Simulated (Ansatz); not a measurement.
Compare A (`CC1C[SiH2]S1`) with its isomer B (`C=CSC[SiH3]`).

Calculated with Ansatz (gas phase, PBE0-D4/def2-TZVP geometries, no zero-point term in ΔE). CCSD(T)/CBS is the MP2 limit (def2-TZVPP, def2-QZVPP) plus CCSD(T) − MP2 in def2-TZVPP, frozen cores. DFT in def2-TZVPP. B3LYP here is the variant with VWN-RPA as its local correlation; programs differ in this. One conformer a species, not always the lowest.

Q: Which isomer does CCSD(T)/CBS put lower? Give the gap. (An estimate is asked.)

A: The calculation gave: A, by 135.3 kJ/mol.

Q: Give E(B) − E(A) in kJ/mol with r2SCAN-D4, PBE-D4, MP2/def2-TZVPP, CCSD/def2-TZVPP, B3LYP, CCSD(T)/def2-TZVPP, ωB97M-V. (An estimate is asked.)

A: Ansatz gave: r2SCAN-D4 133.5, PBE-D4 132.3, MP2/def2-TZVPP 145.8, CCSD/def2-TZVPP 134.2, B3LYP 114.9, CCSD(T)/def2-TZVPP 133.5, ωB97M-V 137.4. None reverses the order clearly.

Largest T1 diagnostic: 0.012.

In def2-TZVPP, CCSD(T) changes the Hartree–Fock value by +14.5 kJ/mol (the triples alone add −0.7 kJ/mol) and MP2 by +26.8 kJ/mol. The D4 term adds +3.3 kJ/mol with B3LYP and +1.5 kJ/mol with PBE0; it sums over pairs of atoms, weighted by their polarisabilities, and B3LYP, whose exchange is more repulsive, gets the larger term.
